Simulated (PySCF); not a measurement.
## C₆ coefficients of unlike pairs at PBE

Calculated with PySCF 2.14 from the dipole response of each species, C₆(A,B) = (3/π) ∫ α_A(iu) α_B(iu) du, in atomic units, from isotropic polarisabilities. For ions this is the dispersion term alone; charge-induced terms of lower order in 1/R come first.

```
species           configuration                                        basis      relativity  α (bohr³)  C₆ (like pair)
      C       [He] 2s2 2p2 (3P)                     aug-cc-pVQZ (6s5p4d3f2g)            none      13.47           54.75
    Re⁺  [Xe] 4f14 5d5 6s1 (7S)  aug-cc-pVQZ-PP with ECP60MDF (7s7p6d4f3g2h)  core potential      30.14           254.1
    Pd⁺           [Kr] 4d9 (2D)  aug-cc-pwCVTZ-PP with ECP28MDF (8s8p7d4f3g)  core potential      12.03           73.52
```

Question: Estimate C₆ for Re⁺ with C.

Answer: The integral gives 117.6. The combination rule 2 C_A C_B / (C_A α_B/α_A + C_B α_A/α_B) gives 117.9 and the geometric mean 117.9.

No spin-orbit coupling is included.

The other pairs:

```json
{"pair": "Pd⁺, C", "C₆": "60.74"}
{"pair": "Pd⁺, Re⁺", "C₆": "132.1"}
```
